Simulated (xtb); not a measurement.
CH2F (SMILES [CH2]F), doublet, at a GFN2-xTB geometry; GFN1-xTB in xtb 6.7.1.

The xtb input:
```
$ xtb mol.xyz --gfn 1 --uhf 1 --json

# file mol.xyz
4

C     -0.64566325     0.05423353     0.06571365
F      0.67813264    -0.05693569    -0.03196981
H     -1.19444638    -0.85777853    -0.05263065
H     -1.03476786     1.04479852    -0.05392294
```

Output, abridged:

```
   ID    Z sym.   atoms
    1    6 C      1
    2    9 F      2
    3    1 H      3, 4

           -------------------------------------------------
          |                Calculation Setup                |
           -------------------------------------------------

           -------------------------------------------------
          |                 G F N 1 - x T B                 |
           -------------------------------------------------

          ...................................................
          :                      SETUP                      :
          :.................................................:
          :  # basis functions                  12          :
          :  # atomic orbitals                  12          :
          :  # shells                            8          :
          :  # electrons                        13          :
          :  # halogen bonds                     0          :
          :  max. iterations                   250          :
          :  Hamiltonian                  GFN1-xTB          :
          :  restarted?                      false          :
          :  GBSA solvation                  false          :
          :  PC potential                    false          :
          :  electronic temp.          300.0000000     K    :
          :  accuracy                    1.0000000          :
          :  -> integral cutoff          0.2500000E+02      :
          :  -> integral neglect         0.1000000E-07      :
          :  -> SCF convergence          0.1000000E-05 Eh   :
          :  -> wf. convergence          0.2000000E-04 e    :
          :  Broyden damping             0.4000000          :
          :  net charge                          0          :
          :  unpaired electrons                  1          :
          ...................................................

 iter      E             dE          RMSdq      gap      omega  full diag
   1     -8.2780742 -0.827807E+01  0.676E+00    5.36       0.0  T
   2     -8.2832500 -0.517582E-02  0.400E+00    5.93       1.0  T
   3     -8.2837124 -0.462391E-03  0.540E-01    6.48       1.0  T
   4     -8.2839628 -0.250441E-03  0.937E-02    6.27       1.0  T
   5     -8.2839777 -0.149353E-04  0.815E-02    6.31       1.0  T
   6     -8.2839927 -0.149209E-04  0.266E-04    6.28     187.8  T
   7     -8.2839927 -0.247208E-09  0.175E-05    6.28    2863.6  T
   8     -8.2839927 -0.675016E-13  0.324E-06    6.28   15411.8  T

   *** convergence criteria satisfied after 8 iterations ***

         :::::::::::::::::::::::::::::::::::::::::::::::::::::
         ::                     SUMMARY                     ::
         :::::::::::::::::::::::::::::::::::::::::::::::::::::
         :: total energy              -8.236459802937 Eh    ::
         :: gradient norm              0.009810164642 Eh/a0 ::
         :: HOMO-LUMO gap              6.284660441413 eV    ::
         ::.................................................::
         :: SCC energy                -8.283992668249 Eh    ::
         :: -> electrostatic           0.011734486051 Eh    ::
         :: repulsion energy           0.047890146278 Eh    ::
         :: dispersion energy         -0.000357280966 Eh    ::
         :: halogen bond corr.         0.000000000000 Eh    ::
         :: add. restraining           0.000000000000 Eh    ::
         :: total charge              -0.000000000000 e     ::
         :::::::::::::::::::::::::::::::::::::::::::::::::::::

           -------------------------------------------------
          |                Property Printout                |
           -------------------------------------------------

    * Orbital Energies and Occupations

         #    Occupation            Energy/Eh            Energy/eV
      -------------------------------------------------------------
         1        2.0000           -0.8679683             -23.6186
         2        2.0000           -0.6464083             -17.5897
         3        2.0000           -0.5984094             -16.2835
         4        2.0000           -0.5833373             -15.8734
         5        2.0000           -0.5752001             -15.6520
         6        2.0000           -0.5099251             -13.8758
         7        1.0000           -0.3594221              -9.7804 (HOMO)
         8                         -0.1284650              -3.4957 (LUMO)
         9                         -0.0898365              -2.4446
        10                          0.0337660               0.9188
        11                          0.2673573               7.2752
        12                          0.4075491              11.0900
      -------------------------------------------------------------
                  HL-Gap            0.2309570 Eh            6.2847 eV
             Fermi-level           -0.3393086 Eh           -9.2331 eV

  Mulliken/CM5 charges         n(s)   n(p)   n(d)
     1C     0.13584  0.05481   1.034  2.830  0.000
     2F    -0.21165 -0.23943   1.823  5.389  0.000
     3H     0.03790  0.09231   0.962  0.000  0.000
     4H     0.03790  0.09231   0.962  0.000  0.000

Wiberg/Mayer (AO) data.
largest (>0.10) Wiberg bond orders for each atom

 ---------------------------------------------------------------------------
     #   Z sym  total        # sym  WBO       # sym  WBO       # sym  WBO
 ---------------------------------------------------------------------------
     1   6 C    3.076 --     2 F    1.109     3 H    0.983     4 H    0.983
     2   9 F    1.153 --     1 C    1.109
     3   1 H    1.013 --     1 C    0.983
     4   1 H    1.013 --     1 C    0.983
 ---------------------------------------------------------------------------

Topologies differ in total number of bonds
Writing topology from bond orders to xtbtopo.mol

 dipole moment from electron density (au)
     X       Y       Z
  -0.6010   0.0504  -0.0621  total (Debye):    1.541

           -------------------------------------------------
          | TOTAL ENERGY               -8.236459802937 Eh   |
          | GRADIENT NORM               0.009810164642 Eh/α |
          | HOMO-LUMO GAP               6.284660441413 eV   |
           -------------------------------------------------

normal termination of xtb
```
